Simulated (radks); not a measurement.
Lu LII, 20 electrons, occupied as [Ar] 3d2. Calculated with a radial shooting solver on a logarithmic mesh with Libxc functionals: scalar-relativistic Kohn-Sham, LB94 model potential, spin-polarised, spherical densities, finite nucleus; open shells are filled with parallel spins first (spin-orbit coupling, left out, can overturn this in heavy ions); Fermi nuclear charge, rms radius 5.37 fm.

Normalised radial functions P(r) = r R(r), r in bohr:

r	2p down	3p up	3d up
0.001217	0.0221	0.0120	0.0001
0.001511	0.0318	0.0173	0.0001
0.001875	0.0457	0.0249	0.0002
0.002327	0.0657	0.0358	0.0003
0.002888	0.0944	0.0513	0.0006
0.003585	0.1352	0.0735	0.0011
0.004449	0.1932	0.1049	0.0020
0.005521	0.2748	0.1490	0.0036
0.006853	0.3885	0.2103	0.0065
0.008505	0.5443	0.2939	0.0115
0.01056	0.7539	0.4055	0.0204
0.0131	1.0288	0.5502	0.0359
0.01626	1.3770	0.7301	0.0624
0.02018	1.7986	0.9407	0.1069
0.02504	2.2783	1.1662	0.1797
0.03108	2.7777	1.3725	0.2948
0.03858	3.2300	1.5031	0.4699
0.04788	3.5425	1.4791	0.7222
0.05942	3.6147	1.2144	1.0615
0.07434	3.3584	0.6213	1.4930
0.09226	2.7943	-0.2374	1.9357
0.1145	2.0262	-1.2277	2.3087
0.1421	1.2409	-2.0776	2.4890
0.1764	0.6182	-2.4918	2.3741
0.2189	0.2390	-2.3202	1.9490
0.2717	0.0676	-1.6863	1.3290
0.3372	0.0130	-0.9310	0.7193
0.4185	0.0015	-0.3720	0.2919
0.5194	0.0001	-0.1007	0.0828
0.6446	0.0000	-0.0169	0.0150

2p down: eigenvalue -12885.0 eV, 0 radial nodes, <r> = 0.0721 bohr, 90 % of the charge inside 0.117 bohr. 3p up: eigenvalue -5006.4 eV, 1 radial node at r = 0.0874 bohr, <r> = 0.197 bohr, 90 % of the charge inside 0.293 bohr. 3d up: eigenvalue -4621.8 eV, 0 radial nodes, <r> = 0.175 bohr, 90 % of the charge inside 0.267 bohr.
